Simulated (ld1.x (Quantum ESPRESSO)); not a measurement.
**Pseudopotential generation for terbium (Tb): PAW, LDA (PZ), scalar-relativistic.**

ld1.x (Quantum ESPRESSO) 7.5 input, shortened:

```
&input
   title='Tb', zed=65., rel=1, dft='PZ', iswitch=3,
   config='[Xe] 4f8 5d1.5 6s1.5 6p0'
 /
 &inputp
   pseudotype=3, lpaw=.true., tm=.true., lloc=-1, rcloc=1.60,
   nlcc=.true., new_core_ps=.true., rcore=1.50,
   which_augfun='BESSEL', rmatch_augfun=1.85
 /
6
5S  1  0   2.00   0.00  1.70  2.10  0.0
6S  2  0   1.50   0.00  1.70  2.10  0.0
5P  2  1   6.00   0.00  2.00  2.20  0.0
6P  3  1   0.00   0.00  2.00  2.20  0.0
5D  3  2   1.50   0.00  1.65  2.05  0.0
5D  3  2   0.00   5.15  1.65  2.05  0.0
 &test
   configts(1)='5s2 5p6 5d1.5 6s1.5 6p0'
 /
```

All-electron outer shells of the reference configuration (LDA (PZ), scalar-relativistic, ld1.x):

```csv
shell,level (eV),outermost node (bohr),outermost maximum (bohr)
4d,-152.98,0.26,0.55
5s,-50.64,0.64,1.16
5p,-27.28,0.69,1.33
4f,-8.42,–,0.55
6s,-4.12,1.58,3.32
5d,-2.17,0.77,1.99
6p,-1.30,1.90,4.66
```

**Question.** Estimate the cutoffs (Ry, on a coarse ladder) from which the occupation-weighted sum of valence levels, in a spherical-Bessel basis at the reference potential, stays within 10 and 1 mRy of its value at 400 Ry.

**Answer.** 18 Ry and 30 Ry.

**Question.** Does the potential have ghost states?

**Answer.** No extra level below or beside the all-electron valence levels (s, p, d, f tested).

**Question.** Is the overlap operator S = 1 + Σ q|β⟩⟨β| positive definite (Bessel basis up to 400 Ry)?

**Answer.** Barely: its lowest eigenvalue is 0.002 (p channel).

**Question.** Tests: 5s2 5p6 5d1 6s2 6p0; 5s2 5p6 5d1 6s1 6p0; 5s2 5p6 5d1 6s0 6p0; 5s2 5p6 5d1 6s1 6p1; 5s2 5p6 5d1 6s0 6p1; 5s2 5p6 5d0 6s2 6p0; 5s1 5p6 5d1 6s2 6p0. Which has the largest error in its energy relative to the reference configuration, and how large is it?

**Answer.** 5s1 5p6 5d1 6s2 6p0, with -359 meV (all-electron minus pseudo) on +56.18 eV.
